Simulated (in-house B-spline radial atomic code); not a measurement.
The numbers below are computed, except where a source is named.
# Correlation energy from the adiabatic connection: ω²r²/2 − Z/r, ω = 0.253, Z = 1

Two electrons in a singlet, external potential ω²r²/2 − Z/r, ω = 0.253, Z = 1 (atomic units). Full CI in B-splines (partial waves to l = 8, correlation up to 0.6 % small) with the density held fixed gives W(λ) = <V_ee>_λ − U, and E_c is the integral of W(λ) − W(0) from 0 to 1.

```tsv
λ	W(λ) − W(0) (hartree)
0	0.00000
0.02	-0.00184
0.05	-0.00454
0.12	-0.01061
0.25	-0.02104
0.4	-0.03191
0.6	-0.04472
0.8	-0.05595
1	-0.06587
```

Task: Integrate the table by the trapezoid rule.

Result: The strips give -0.00002, -0.00010, -0.00053, -0.00206, -0.00397, -0.00766, -0.01007, -0.01218, which sum to -0.03658 hartree. The direct value, W(1) − W(0) + T_c with T_c = 0.02918, is -0.03669; the curve is convex, so chords lie above it and the trapezoids fall short in size by 0.28 %.

Task: Now use only three numbers: W(0) = -0.57673, the initial slope W'(0) = -0.09264 (extrapolated from the first points) and the strong-coupling limit of the point-charge-plus-continuum model, W∞ = -0.80876. What do second-order theory and the interpolation W(λ) = W∞ + (W(0) − W∞)/√(1 + 2χλ) of Seidl, Perdew and Levy give?

Result: Second order keeps the slope alone: E_c = W'(0)/2 = -0.04632, +26 % in size against -0.03669. Matching the slope fixes χ = W'(0)/(W∞ − W(0)) = -0.09264/(-0.23203) = 0.39926. Integrating, with s = √(1 + 2χ) = 1.341088, E_c = −(W(0) − W∞)(s − 1)/(s + 1) = −0.23203 × 0.341088/2.341088 = -0.03381 hartree, -7.9 % in size against the full result. At λ = 1 the formula gives W − W(0) = -0.05901 against -0.06587. Part of the miss can come from the model's W∞.
